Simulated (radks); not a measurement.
The gold ion Au47+, 32 electrons, occupied as [Ar] 3d10 4s2 4p2. All-electron calculation, non-relativistic Kohn-Sham, PBE, spin-polarised, spherical densities, point nucleus; open shells are filled with parallel spins first (spin-orbit coupling, left out, can overturn this in heavy ions); relativity is left out, which matters for an element this heavy. Program: a radial shooting solver on a logarithmic mesh with Libxc functionals. Some entries of the table are withheld. Estimate them.

orbital,occ.,eigenvalue (eV),<r^2> (bohr^2)
1s up,1,-75492.44,0.0004907
1s down,1,-75490.33,0.0004907
2s up,1,-14582.14,0.007606
2s down,1,-14581.03,0.007606
2p up,3,-14120.44,0.005609
2p down,3,-14118.58,0.005609
3s up,1,-5122.157,0.04530
3s down,1,-5119.976,0.04526
3p up,3,-4910.937,0.04151
3p down,3,-4908.521,0.04147
3d up,5,-4524.795,0.03167
3d down,5,-4522.664,0.03164
4s up,1,-2541.297,0.1688
4s down,1,-2529.575,0.1689
4p up,2,-2447.973,0.1657
4p down,0,-2436.398,0.1659
4d up,0,-2285.082,0.1551
4d down,0,-2274.368,0.1550
5s up,0,-1517.457,(1)
5s down,0,-1512.503,(2)

Answer. 
(1) 5s up <r^2> (bohr^2): 0.4578
(2) 5s down <r^2> (bohr^2): 0.4590
